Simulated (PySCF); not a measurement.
Delta-SCF ions had no search for a lower state. Excitations are Tamm–Dancoff values on a coarser integration grid. The basis has no diffuse functions, so Rydberg states are missing or too high.

Cartesian coordinates (Å):
```xyz
15

In    -0.0069     0.0557     0.0408
F      1.4428     1.1396     0.7819
F     -0.9064    -1.0982     1.3535
F     -0.8214     0.7992    -1.5862
C      1.8655    -3.8618    -2.4313
C      1.5702    -3.9639    -1.0732
C      1.0574    -2.8517    -0.4185
N      0.8591    -1.6968    -1.0636
C      1.1138    -1.5911    -2.3724
C      1.6286    -2.6596    -3.0949
H      2.2708    -4.7198    -2.9731
H      1.7265    -4.8940    -0.5247
H      0.7726    -2.8628     0.6377
H      0.8729    -0.6262    -2.8282
H      1.8318    -2.5479    -4.1610
```
Charge 0, multiplicity 1.

Task: What is the computed dipole moment, S1 excitation (TDA), S1 oscillator strength, charge on the central atom (Mulliken), HOMO, vertical ionisation energy (Delta-SCF), T1 excitation (TDA) and S1–T1 gap (TDA) (PBE0-D4/def2-TZVP // PBE0-D4/def2-SVP (PySCF 2.14.0))?

Result: 
The dipole moment comes out as 8.37 D, the S1 excitation (TDA) is 5.68 eV and the S1 oscillator strength is 0.058. The charge on the central atom (Mulliken) is 1.24 e, the HOMO is -8.99 eV and the vertical ionisation energy (Delta-SCF) comes out as 10.89 eV. The T1 excitation (TDA) is 4.30 eV and the S1–T1 gap (TDA) comes out as 1.38 eV.
